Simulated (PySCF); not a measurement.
**Spinor energies of Cd²⁺ (cadmium, charge +2)**

Start: [Kr] 4d9 5s1; 4d3/2 filled at m_j = -3/2, -1/2, +1/2, +3/2; 4d5/2 filled at m_j = -3/2, -1/2, +1/2, +3/2, +5/2; 5s1/2 filled at m_j = +1/2. Calculated with PySCF 2.14 in x2c-TZVPall-2c (8s9p7d1f, 77 functions): generalised Hartree-Fock with the X2C-1e Hamiltonian and a Gaussian nucleus; one run each with spin-orbit coupling (SO) switched off, then screened by Boettger's factors. This is a chosen level, not necessarily the ground level.

| spinor shell | electrons | ε, spin-free (eV) | ε, screened SO (eV) | weight of nominal j (screened SO) | rms radius, screened SO (bohr) |
| --- | --- | --- | --- | --- | --- |
| 1s1/2 | 2 | -26871.1 | -26868.9 | 1.000 | 0.0348 |
| 2s1/2 | 2 | -4099.1 | -4098.4 | 1.000 | 0.142 |
| 2p1/2 | 2 | -3673.5 | -3806.9 | 1.000 | 0.124 |
| 2p3/2 | 4 | -3673.5 | -3612.1 | 1.000 | 0.128 |
| 3s1/2 | 2 | -822.38 | -822.19 | 1.000 | 0.381 |
| 3p1/2 | 2 | -679.31 | -703.93 | 1.000 | 0.375 |
| 3d3/2 | 4 | -455.99 | -460.37 | 0.999 | 0.362 |
| 3d5/2 | 6 | -455.99 | -452.86 | 0.999 | 0.365 |
| 4s1/2 | 2 | -153.27 | -153.21 | 1.000 | 0.938 |
| 4p1/2 | 2 | -108.58 | -113.63 | 0.987 | 1.01 |
| 4p3/2 | 4 | -108.58 | -106.18 | 0.993 | 1.03 |
| 4d3/2 | 4 | -43.218 | -43.985 | 0.898 | 1.30 |
| 4d5/2 | 5 | -43.218 | -42.624 | 0.919 | 1.31 |
| 5s1/2 | 1 | -26.214 | -26.213 | 1.000 | 2.66 |

Question: Where does 3p3/2 lie, and what is the 3p spin-orbit splitting (screened SO)?

Answer: At -667.88 eV, 36.050 eV above 3p1/2.

```csv
quantity,spin-free,screened SO
E (hartree),-5589.56745,-5590.70310
M_J,3,3
⟨J²⟩,12.005,12.005
⟨L²⟩,6.004,6.019
⟨S²⟩,2.000,2.016
```

Each row is a mean over spinors that exchange with the open shell spreads, by up to 6.024 eV (4p3/2).

Rows whose weight is well below 1 are mixtures of j = l ± 1/2: exchange outweighs spin-orbit coupling there, and the label is only the starting occupation.

Breit and QED terms are absent; they matter most for the inner s and p1/2 levels.

Densities and radii are taken from the X2C orbitals without a picture-change correction, which distorts them close to the nucleus.

Without spin-orbit coupling the j labels of p, d and f shells carry no meaning; the spin-free column gives the mean over the occupied spinors of each nl shell.
